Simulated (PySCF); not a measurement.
CH4O2Si, singlet, geometry from GFN2-xTB.

PySCF was given this input:
```python
from pyscf import gto, scf, dft

mol = gto.Mole()
mol.atom = '''
    Si    0.53392228   -0.10294441    0.69974242
    O     1.72901175    0.69332939   -0.03723887
    H     1.64976420    1.05709097   -0.92255099
    O    -0.60526763   -0.01574899   -0.49406860
    C    -1.89535238   -0.51551520   -0.50915252
    H    -2.59944965    0.30479073   -0.67462531
    H    -1.99613842   -1.23570162   -1.32614579
    H    -2.14692677   -1.01251024    0.43230314
'''
mol.basis = 'cc-pvdz'
mol.verbose = 4
mol.max_memory = 1800
mol.build()

mf = dft.RKS(mol)
mf.xc = 'b3lyp'
mf = mf.density_fit(auxbasis='def2-universal-jkfit')
mf.kernel()
```

Question: Estimate the number of basis functions that PySCF with DF-B3LYP/cc-pVDZ returns for this input.

Answer: 80

Question: Predict the nuclear repulsion energy from DF-B3LYP/cc-pVDZ.

Answer: 163.5480 Eh

Question: Estimate the dipole moment that DF-B3LYP/cc-pVDZ returns for this input.

Answer: 1.95 D

Question: Estimate the HOMO-LUMO gap that DF-B3LYP/cc-pVDZ returns for this input.

Answer: 5.68 eV

Question: Give the Mulliken (on the basis functions themselves) charges in atom order at the level DF-B3LYP/cc-pVDZ.

Answer: Si1 0.36, O2 -0.31, H3 0.15, O4 -0.40, C5 0.15, H6 0.02, H7 0.02, H8 0.01

Question: Give the HOMO energy at the level DF-B3LYP/cc-pVDZ.

Answer: -6.57 eV
